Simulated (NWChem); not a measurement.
System: TiHOCl$_{2}$ cation; SMILES [Cl][Ti+]([Cl])[OH]

Here is an NWChem input.

```
start job
memory heap 200 mb stack 900 mb global 1100 mb
charge 1
geometry units angstroms noautosym nocenter noautoz
  Ti     0.353125    -0.000707     0.385642
  Cl    -0.730691    -1.734903    -0.139074
  Cl    -0.726983     1.735308    -0.140719
  O      1.868399    -0.002687    -0.350994
  H      2.602409    -0.004172    -0.992221
end
basis spherical
  * library pcsseg-1
end
dft
  xc kt2
  iterations 150
end
property
  shielding 4 1 2 4 5
end
task dft property
```

Geometry: optimised at PBE0/def2-SVP. This spin state was assumed; another may lie lower.

GIAO values for the isolated, static molecule; σ is the absolute isotropic shielding, δ = σ(reference) − σ with the isolated reference molecule computed at the same levels (1H: tetramethylsilane, 17O: water).

Atoms are numbered as in the input.

Problem. Give the results of this calculation. (KT2/pcSseg-1, GIAO.) Quantities: σ Ti1 (ppm); σ Cl2 (ppm); δ O4 (ppm); δ H5 (ppm).

Solution. 
* **σ Ti1 (ppm)**: -672.2
* **σ Cl2 (ppm)**: -343.9
* **δ O4 (ppm)**: 481.7
* **δ H5 (ppm)**: 8.48
